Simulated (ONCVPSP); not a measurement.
## Varying the ONCV potential for Bi (Z = 83)

Base potential:

Bi (Z = 83), optimised norm-conserving Vanderbilt (ONCV), made with ONCVPSP 4.0.1 (PBE, fully relativistic). Core [Xe] 4f14, reference 5d10 6s2 6p3. Waves: 6s: rc 1.95 bohr, ncon 4, nbas 7, qcut 3 1/bohr, 3 projectors, debl 1.7 Ha; 6p: rc 2.40 bohr, ncon 5, nbas 8, qcut 2.9 1/bohr, 3 projectors, debl 2.2 Ha; 5d: rc 1.10 bohr, ncon 4, nbas 8, qcut 7.6 1/bohr, 1 projector. Local part: polynomial inside 0.95 bohr (lpopt 5, dvloc0 0 Ha). Core correction: none.

Open shells are filled in proportion to 2j + 1.

All-electron outer shells of the reference configuration (PBE, scalar-relativistic, ld1.x):

| shell | level (eV) | outermost node (bohr) | outermost maximum (bohr) |
| --- | --- | --- | --- |
| 4f | -152.59 | – | 0.34 |
| 5p | -95.86 | 0.48 | 0.86 |
| 5d | -27.08 | 0.51 | 1.03 |
| 6s | -14.48 | 0.98 | 1.88 |
| 6p | -4.57 | 1.14 | 2.44 |

Cutoffs, loose and tight: the cutoffs (Ha) at which the residual kinetic energy of the hardest occupied pseudo-wave falls to 1 and 0.1 mHa per electron. They do not see the model core or the augmentation charge, which bear on the density cutoff. Test errors are all-electron minus pseudo excitation energies from the reference, over the configurations 5d10 6s2 6p2; 5d10 6s2 6p1; 5d10 6s2 6p0; 5d10 6s1 6p3. A dash means not determined; rows that change the core or the reference have their own tests.

A true bound ghost makes a file unfit for plane-wave use even where its test errors are small: the radial tests pick states by their node count and pass the ghost by.

```csv
change,outcome,"cutoff, loose","cutoff, tight",bound ghosts,GHOST(+) flags above zero,largest test error (meV)
base,generated,27 Ha,112 Ha,"s, p1/2","s, p3/2",+8.6
"core [Kr] 4d10 4f14 5s2, valence charge 21; reference 5p6 5d10 6s2 6p3; waves now 6s: rc 1.65 bohr, ncon 3, nbas 6, qcut 3.8 1/bohr, 2 projectors, debl 1.9 Ha; 5p+6p: rc 1.70 bohr, ncon 3, nbas 6, qcut 8.4 1/bohr, 2 projectors; 5d: rc 1.25 bohr, ncon 4, nbas 9, qcut 8.2 1/bohr, 3 projectors, debl 4 Ha; local potential polynomial inside 0.85 bohr (lpopt 5, dvloc0 3 Ha)","failed: ERROR pspot: first pseudo wave function has node, program will stop",–,–,–,–,–
d: qcut 9.8,generated,33 Ha,51 Ha,"s, p1/2","s, p3/2",+8.7
d: rc 1.44,generated,26 Ha,39 Ha,"s, p1/2","s, p3/2",+8.5
```
